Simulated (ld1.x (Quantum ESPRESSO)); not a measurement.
## Ca: TM pseudisation with PBE, scalar-relativistic reference atom.

Input for ld1.x (Quantum ESPRESSO) 7.5:

```
&input
   title='Ca', zed=20., rel=1, dft='PBE', iswitch=3,
   config='[Ar] 3d0 4s0 4p0 4f-2',
   nld=4, rlderiv=2.90, eminld=-7.0, emaxld=5.0, deld=0.02
 /
 &inputp
   pseudotype=2, tm=.true., lloc=2,
   nlcc=.false.,
   file_pseudopw='Ca.UPF', file_wfcaegen='ae.wfc', file_wfcncgen='nc.wfc', file_beta='beta', file_chi='chi'
 /
4
3S  1  0   2.00   0.00  1.60  1.60  0.0
3P  2  1   6.00   0.00  1.30  1.30  0.0
4F  4  3  -2.00   0.40  2.10  2.10  0.0
3D  3  2   0.00   0.00  2.65  2.65  0.0
 &test
   configts(1)='3s2 3p6 3d0 4s0 4p0'
 /
```

Command:

```bash
ld1.x < Ca.in > Ca.out
```

Resulting log (shortened: banner, matrices, multipoles, cross overlaps and the repeated all-electron block are left out):

```
Program LD1 v.7.5
     --------------------------- All-electron run ----------------------------

     Ca
     scalar relativistic calculation

     atomic number is 20.00
     dft =PBE   lsd =0 sic =0 latt =0  beta=0.20 tr2=1.0E-14
     Exchange-correlation= PBE
                           (   1   4   3   4   0   0   0)
     mesh =1169 r(mesh) =  99.90979 a.u. xmin = -7.00 dx = 0.01250
     1 Ry =  13.60569312 eV, c = 137.03599908

     n l     nl                  e(Ry)          e(Ha)          e(eV)
     1 0     1S 1( 2.00)      -291.4196      -145.7098     -3964.9659
     2 0     2S 1( 2.00)       -31.5918       -15.7959      -429.8285
     2 1     2P 1( 6.00)       -25.7395       -12.8698      -350.2042
     3 0     3S 1( 2.00)        -4.5743        -2.2871       -62.2359
     3 1     3P 1( 6.00)        -3.1648        -1.5824       -43.0597
     3 2     3D 1( 0.00)        -1.1711        -0.5856       -15.9339
     4 0     4S 1( 0.00)        -1.0686        -0.5343       -14.5396
     4 1     4P 1( 0.00)        -0.7838        -0.3919       -10.6646

     final scf error:  1.6E-15 reached in  19 iterations

     Etot =   -1359.319767 Ry,    -679.659883 Ha,  -18494.487606 eV

     Ekin =    1368.607688 Ry,     684.303844 Ha,   18620.856211 eV
     Encl =   -3208.298606 Ry,   -1604.149303 Ha,  -43651.126276 eV
     Eh   =     551.701356 Ry,     275.850678 Ha,    7506.279351 eV
     Exc  =     -71.330206 Ry,     -35.665103 Ha,    -970.496891 eV

     normalization and overlap integrals

     s(1S/1S) =  1.000000  <r> =   0.0768  <r2> =    0.0079  r(max) =   0.0500
     s(2S/2S) =  1.000000  <r> =   0.3643  <r2> =    0.1572  r(max) =   0.2987
     s(2P/2P) =  1.000000  <r> =   0.3277  <r2> =    0.1329  r(max) =   0.2477
     s(3S/3S) =  1.000000  <r> =   1.1515  <r2> =    1.5283  r(max) =   0.9918
     s(3P/3P) =  1.000000  <r> =   1.2579  <r2> =    1.8596  r(max) =   1.0427
     s(3D/3D) =  1.000000  <r> =   1.7407  <r2> =    3.8176  r(max) =   1.2114
     s(4S/4S) =  1.000000  <r> =   3.2081  <r2> =   11.6051  r(max) =   2.8699
     s(4P/4P) =  1.000000  <r> =   3.7650  <r2> =   16.0851  r(max) =   3.3343

     ------------------------ End of All-electron run ------------------------

     --------------------- Generating NC pseudopotential ---------------------

      Generating local pot.: lloc=2, matching radius rcloc =   2.6500

      Wfc   3S  rcut= 1.615  Using Troullier-Martins method

      Wfc   3P  rcut= 1.290  Using Troullier-Martins method

      Wfc   4F  rcut= 2.126  Using Troullier-Martins method

     ------------------- End of pseudopotential generation -------------------

     Computing logarithmic derivative in   2.88792
     Computing logarithmic derivative in   2.88792
     Computing the partial wave expansion
     R is outside the sphere for l=    0 j= 0.00
     R is outside the sphere for l=    1 j= 0.00
       no projector for channel:   2
     R is outside the sphere for l=    3 j= 0.00

     ---------------------- Testing the pseudopotential ----------------------

     Ca
     scalar relativistic calculation

     atomic number is 20.00   valence charge is 10.00
     dft =PBE   lsd =0 sic =0 latt =0  beta=0.20 tr2=1.0E-14
     mesh =1169 r(mesh) =  99.90979 xmin = -7.00 dx = 0.01250

     n l     nl             e AE (Ry)        e PS (Ry)    De AE-PS (Ry)
     1 0     3S   1( 2.00)       -4.57425       -4.57426        0.00000
     2 1     3P   1( 6.00)       -3.16483       -3.16485        0.00002
     3 2     3D   1( 0.00)       -1.17112       -1.17112        0.00000
     2 0     4S   1( 0.00)       -1.06864       -1.10180        0.03316  !
     3 1     4P   1( 0.00)       -0.78384       -0.75348       -0.03036  !

     eps = 1.1E-16  iter =  6

     Etot =   -1359.319767 Ry,    -679.659883 Ha,  -18494.487606 eV
     Etotps =   -72.174573 Ry,     -36.087287 Ha,    -981.985094 eV

     Ekin =      24.648876 Ry,      12.324438 Ha,     335.365049 eV
     Encl =    -147.572690 Ry,     -73.786345 Ha,   -2007.828736 eV
     Ehrt =      46.785958 Ry,      23.392979 Ha,     636.555386 eV
     Ecxc =      -9.247235 Ry,      -4.623617 Ha,    -125.815036 eV
     Epseu=      13.210517 Ry,       6.605259 Ha,     179.738243 eV

     ---------------------- End of pseudopotential test ----------------------
```

Generation and configuration tests took about 1.1 s on one core of a shared server CPU.

Transferability test of the new file with ld1.x, input:

```
&input
   title='Ca', zed=20., rel=1, dft='PBE', iswitch=2,
   config='[Ar] 3d0 4s0 4p0 4f-2'
 /
 &test
   file_pseudo='Ca.UPF', nconf=8,
   configts(1)='3s2 3p6 3d0 4s0 4p0',
   configts(2)='3s2 3p6 3d0 4s2 4p0',
   configts(3)='3s2 3p6 3d0 4s1 4p0',
   configts(4)='3s2 3p6 3d0 4s1.5 4p0',
   configts(5)='3s2 3p6 3d0 4s1 4p1',
   configts(6)='3s2 3p6 3d1 4s0 4p0',
   configts(7)='3s2 3p6 3d0.5 4s1.5 4p0',
   configts(8)='3s2 3p5 3d0 4s2 4p0'
 /
```

```bash
ld1.x < Ca.test.in > Ca.test.out
```

Pseudopotential blocks of its output, shortened (energy terms left out; the distinct warnings before each block abridged to one line each):

```
     ---------------------- Testing the pseudopotential ----------------------

     n l     nl             e AE (Ry)        e PS (Ry)    De AE-PS (Ry)
     1 0     3S   1( 2.00)       -4.57425       -4.57426        0.00000
     2 1     3P   1( 6.00)       -3.16483       -3.16485        0.00002
     3 2     3D   1( 0.00)       -1.17112       -1.17112        0.00000
     2 0     4S   1( 0.00)       -1.06864       -1.10180        0.03316  !
     3 1     4P   1( 0.00)       -0.78384       -0.75348       -0.03036  !

     eps = 1.8E-17  iter =  6

     Etot =   -1359.319767 Ry,    -679.659883 Ha,  -18494.487606 eV
     Etotps =   -72.174573 Ry,     -36.087287 Ha,    -981.985094 eV

     ---------------------- End of pseudopotential test ----------------------

          Warning: n=1, l=0 expected 0 nodes, found 1
     ---------------------- Testing the pseudopotential ----------------------

     n l     nl             e AE (Ry)        e PS (Ry)    De AE-PS (Ry)
     1 0     3S   1( 2.00)       -3.46117       -3.41586       -0.04531  !
     2 1     3P   1( 6.00)       -2.05856       -2.01705       -0.04150  !
     3 2     3D   1( 0.00)       -0.14307       -0.12154       -0.02154  !
     2 0     4S   1( 2.00)       -0.27681       -0.27160       -0.00522  !
     3 1     4P   1( 0.00)       -0.10309       -0.09033       -0.01276  !

     eps = 4.9E-15  iter = 17

     Etot =   -1360.652303 Ry,    -680.326152 Ha,  -18512.617684 eV
     Etotps =   -73.514450 Ry,     -36.757225 Ha,   -1000.215049 eV
     dEtot_ae =      -1.332536 Ry
     dEtot_ps =      -1.339877 Ry,   Delta E=       0.007341 Ry

     ---------------------- End of pseudopotential test ----------------------

          ---------------------- Testing the pseudopotential ----------------------

     n l     nl             e AE (Ry)        e PS (Ry)    De AE-PS (Ry)
     1 0     3S   1( 2.00)       -3.96840       -3.92749       -0.04091  !
     2 1     3P   1( 6.00)       -2.56374       -2.52577       -0.03797  !
     3 2     3D   1( 0.00)       -0.61281       -0.58913       -0.02368  !
     2 0     4S   1( 1.00)       -0.65894       -0.65820       -0.00074
     3 1     4P   1( 0.00)       -0.43600       -0.41077       -0.02522  !

     eps = 5.6E-15  iter = 21

     Etot =   -1360.188587 Ry,    -680.094293 Ha,  -18506.308498 eV
     Etotps =   -73.054833 Ry,     -36.527416 Ha,    -993.961635 eV
     dEtot_ae =      -0.868820 Ry
     dEtot_ps =      -0.880260 Ry,   Delta E=       0.011440 Ry

     ---------------------- End of pseudopotential test ----------------------

          ---------------------- Testing the pseudopotential ----------------------

     n l     nl             e AE (Ry)        e PS (Ry)    De AE-PS (Ry)
     1 0     3S   1( 2.00)       -3.70124       -3.65560       -0.04564  !
     2 1     3P   1( 6.00)       -2.29785       -2.25576       -0.04208  !
     3 2     3D   1( 0.00)       -0.36541       -0.34107       -0.02433  !
     2 0     4S   1( 1.50)       -0.46168       -0.45701       -0.00467
     3 1     4P   1( 0.00)       -0.26285       -0.24357       -0.01927  !

     eps = 7.1E-15  iter = 16

     Etot =   -1360.468290 Ry,    -680.234145 Ha,  -18510.114061 eV
     Etotps =   -73.332999 Ry,     -36.666499 Ha,    -997.746275 eV
     dEtot_ae =      -1.148523 Ry
     dEtot_ps =      -1.158425 Ry,   Delta E=       0.009902 Ry

     ---------------------- End of pseudopotential test ----------------------

          ---------------------- Testing the pseudopotential ----------------------

     n l     nl             e AE (Ry)        e PS (Ry)    De AE-PS (Ry)
     1 0     3S   1( 2.00)       -3.56132       -3.54793       -0.01339  !
     2 1     3P   1( 6.00)       -2.15731       -2.14600       -0.01131  !
     3 2     3D   1( 0.00)       -0.22273       -0.22042       -0.00230
     2 0     4S   1( 1.00)       -0.32482       -0.33247        0.00765  !
     3 1     4P   1( 1.00)       -0.14269       -0.13539       -0.00730  !

     eps = 4.7E-15  iter = 22

     Etot =   -1360.474315 Ry,    -680.237158 Ha,  -18510.196032 eV
     Etotps =   -73.325382 Ry,     -36.662691 Ha,    -997.642639 eV
     dEtot_ae =      -1.154548 Ry
     dEtot_ps =      -1.150808 Ry,   Delta E=      -0.003740 Ry

     ---------------------- End of pseudopotential test ----------------------

          ---------------------- Testing the pseudopotential ----------------------

     n l     nl             e AE (Ry)        e PS (Ry)    De AE-PS (Ry)
     1 0     3S   1( 2.00)       -3.68047       -3.68316        0.00269
     2 1     3P   1( 6.00)       -2.29163       -2.29181        0.00019
     3 2     3D   1( 1.00)       -0.41801       -0.41792       -0.00008
     2 0     4S   1( 0.00)       -0.56393       -0.56400        0.00006
     3 1     4P   1( 0.00)       -0.36433       -0.34998       -0.01435  !

     eps = 3.8E-15  iter = 20

     Etot =   -1360.087209 Ry,    -680.043605 Ha,  -18504.929187 eV
     Etotps =   -72.944832 Ry,     -36.472416 Ha,    -992.464993 eV
     dEtot_ae =      -0.767442 Ry
     dEtot_ps =      -0.770258 Ry,   Delta E=       0.002816 Ry

     ---------------------- End of pseudopotential test ----------------------

          ---------------------- Testing the pseudopotential ----------------------

     n l     nl             e AE (Ry)        e PS (Ry)    De AE-PS (Ry)
     1 0     3S   1( 2.00)       -3.35137       -3.33178       -0.01959  !
     2 1     3P   1( 6.00)       -1.95556       -1.93687       -0.01870  !
     3 2     3D   1( 0.50)       -0.08124       -0.07347       -0.00777  !
     2 0     4S   1( 1.50)       -0.25267       -0.25008       -0.00259
     3 1     4P   1( 0.00)       -0.09176       -0.08333       -0.00842  !

     eps = 3.9E-16  iter = 17

     Etot =   -1360.574926 Ry,    -680.287463 Ha,  -18511.564910 eV
     Etotps =   -73.432089 Ry,     -36.716045 Ha,    -999.094473 eV
     dEtot_ae =      -1.255159 Ry
     dEtot_ps =      -1.257516 Ry,   Delta E=       0.002357 Ry

     ---------------------- End of pseudopotential test ----------------------

          Warning: n=2, l=1 expected 0 nodes, found 1
     ---------------------- Testing the pseudopotential ----------------------

     n l     nl             e AE (Ry)        e PS (Ry)    De AE-PS (Ry)
     1 0     3S   1( 2.00)       -4.50012       -4.34501       -0.15511  !
     2 1     3P   1( 5.00)       -3.06377       -2.91715       -0.14663  !
     3 2     3D   1( 0.00)       -0.99961       -0.87385       -0.12576  !
     2 0     4S   1( 2.00)       -0.79959       -0.79723       -0.00236
     3 1     4P   1( 0.00)       -0.53490       -0.47822       -0.05668  !

     eps = 2.9E-15  iter = 14

     Etot =   -1358.104252 Ry,    -679.052126 Ha,  -18477.949684 eV
     Etotps =   -71.055427 Ry,     -35.527713 Ha,    -966.758334 eV
     dEtot_ae =       1.215515 Ry
     dEtot_ps =       1.119146 Ry,   Delta E=       0.096369 Ry

     ---------------------- End of pseudopotential test ----------------------
```
